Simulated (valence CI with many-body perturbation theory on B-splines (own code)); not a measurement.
# Energy levels of Ag¹⁴⁺

Calculated by relativistic CI+MBPT: five valence electrons over a frozen Dirac-Fock core [Ar] 3d10, a basis of 11 s, 11 p, 10 d, 8 f, 5 g, 2 h functions for each j, with the one-electron correlation potential Σ1, the two-electron term Σ2, the three-electron term Σ3, Breit, model QED; selected CI, second order for the rest (own B-spline code, finite nucleus).

No measured levels were compared; by estimate levels hold to about 250 cm⁻¹ or 0.2 % of their energy and the worst to 1 %, as in measured heavy ions of charge 2 to 7; those with d or f electrons hold less well. Among the levels kept, up to 2000 cm⁻¹ of a level comes from second order outside the variational space, and about a tenth of that is noise between levels of different J, which matters for small intervals.

Levels 91 to 135 of 170, with energies above the lowest level, 4s²4p³ ⁴S°_3/2. "Leading %" is the weight of the configuration and term that name the level; weights of strongly mixed levels are sums over their largest components and can fall short. In the jj column 3d3/2^4 stands for four electrons in 3d with j = 3/2.

```csv
No.,Configuration,Term,J,E (cm⁻¹),Leading %,Leading jj,g
91,4s4p³4d,²P°,1/2,973460,37,4s 4p3/2^3 4d3/2 (42 %),1.183
92,4s4p³4d,²F°,5/2,974930,60,4s 4p1/2 4p3/2^2 4d5/2 (56 %),0.987
93,4s4p³4d,⁴D°,7/2,975170,54,4s 4p1/2 4p3/2^2 4d5/2 (54 %),1.298
94,4s4p³4d,²G°,9/2,979060,61,4s 4p3/2^3 4d5/2 (40 %),1.156
95,4s4p³4d,⁴D°,5/2,985350,39,4s 4p1/2 4p3/2^2 4d5/2 (32 %),1.267
96,4s4p³4d,⁴D°,3/2,985580,66,4s 4p1/2 4p3/2^2 4d3/2 (50 %),1.146
97,4s4p³4d,⁴D°,1/2,987760,58,4s 4p1/2 4p3/2^2 4d3/2 (42 %),0.175
98,4s4p³4d,²D°,3/2,1000700,62,4s 4p1/2 4p3/2^2 4d5/2 (53 %),0.955
99,4s4p³4d,²F°,7/2,1002400,53,4s 4p3/2^3 4d5/2 (56 %),1.164
100,4s4p³4d,²P°,1/2,1003000,59,4s 4p1/2 4p3/2^2 4d5/2 (28 %),0.595
101,4s4p³4d,²F°,5/2,1006200,44,4s 4p1/2 4p3/2^2 4d5/2 (36 %),0.965
102,4s4p³4d,²D°,5/2,1014000,38,4s 4p3/2^3 4d3/2 (22 %),1.048
103,4s4p³4d,²D°,3/2,1024000,45,4s 4p3/2^3 4d3/2 (23 %),0.883
104,4s4p³4d,²F°,5/2,1026300,36,4s 4p3/2^3 4d3/2 (35 %),1.000
105,4s²4p4d²,⁴G°,5/2,1031000,46,4s^2 4p1/2 4d3/2^2 (34 %),0.698
106,4s4p³4d,²F°,7/2,1035000,66,4s 4p3/2^3 4d3/2 (38 %),1.151
107,4s4p³4d,²P°,3/2,1035300,67,4s 4p3/2^3 4d5/2 (38 %),1.238
108,4s4p³4d,²S°,1/2,1038000,57,4s 4p1/2 4p3/2^2 4d3/2 (40 %),1.729
109,4s4p³4d,²F°,7/2,1038700,32,4s 4p3/2^3 4d5/2 (33 %),1.125
110,4s4p³4d,²P°,3/2,1040000,60,4s 4p1/2 4p3/2^2 4d5/2 (38 %),1.312
111,4s²4p4d²,⁴G°,7/2,1045000,31,4s^2 4p1/2 4d3/2 4d5/2 (26 %),1.092
112,4s4p³4d,²D°,5/2,1052800,58,4s 4p3/2^3 4d5/2 (61 %),1.180
113,4s²4p4d²,⁴G°,9/2,1061800,62,4s^2 4p3/2 4d3/2 4d5/2 (30 %),1.154
114,4s4p³4d,²P°,1/2,1065000,46,4s 4p3/2^3 4d3/2 (48 %),0.659
115,4s4p³4d,²P°,3/2,1065900,38,4s 4p3/2^3 4d3/2 (24 %),1.123
116,4s²4p²4f,²D°,5/2,1066500,14,4s^2 4p1/2 4d3/2 4d5/2 (32 %),1.041
117,4s²4p²4f,²G°,7/2,1067400,16,4s^2 4p1/2^2 4f7/2 (45 %),1.122
118,4s²4p4d²,²H°,9/2,1074500,43,4s^2 4p1/2 4d3/2 4d5/2 (34 %),0.986
119,4s4p³4d,²D°,5/2,1074800,20,4s 4p3/2^3 4d3/2 (28 %),1.115
120,4s²4p4d²,⁴D°,3/2,1078900,31,4s^2 4p1/2 4d3/2 4d5/2 (51 %),0.973
121,4s²4p4d²,⁴D°,1/2,1083400,41,4s^2 4p1/2 4d3/2 4d5/2 (29 %),0.519
122,4s²4p4d²,⁴G°,11/2,1083400,48,4s^2 4p1/2 4p3/2 4f7/2 (37 %),1.236
123,4s²4p4d²,⁴D°,7/2,1083600,15,4s^2 4p1/2 4d5/2^2 (39 %),1.180
124,4s²4p²4f,⁴G°,5/2,1089500,32,4s^2 4p1/2^2 4f5/2 (32 %),0.839
125,4s²4p4d²,⁴D°,1/2,1090900,41,4s 4p3/2^3 4d5/2 (24 %),0.369
126,4s²4p4d²,⁴D°,5/2,1096900,30,4s^2 4p1/2 4d5/2^2 (28 %),1.082
127,4s²4p²4f,²D°,3/2,1100100,25,4s 4p3/2^3 4d5/2 (23 %),1.037
128,4s²4p4d²,⁴P°,1/2,1104000,66,4s^2 4p1/2 4d3/2 4d5/2 (44 %),2.378
129,4s²4p4d²,²D°,3/2,1104700,18,4s^2 4p3/2 4d3/2 4d5/2 (22 %),0.873
130,4s²4p4d²,⁴F°,3/2,1105900,30,4s^2 4p1/2 4d3/2^2 (32 %),0.909
131,4s²4p²4f,²G°,7/2,1106400,19,4s^2 4p1/2 4p3/2 4f7/2 (39 %),1.081
132,4s²4p²4f,⁴G°,9/2,1109100,23,4s^2 4p1/2 4p3/2 4f7/2 (49 %),1.165
133,4s²4p²4f,⁴G°,7/2,1111400,30,4s^2 4p1/2 4p3/2 4f5/2 (43 %),1.127
134,4s²4p²4f,²H°,11/2,1112900,36,4s^2 4p3/2 4d5/2^2 (53 %),1.144
135,4s²4p4d²,⁴D°,5/2,1113400,22,4s^2 4p1/2 4d3/2 4d5/2 (34 %),1.189
```

Names give the largest LS component (configuration and term), which can be under half, so a name can repeat, a term be missing and a line seem to break the LS rules; names also repeat where a configuration has a term twice.

Where two levels of one J and parity lie close, their mixing, g and order are uncertain.
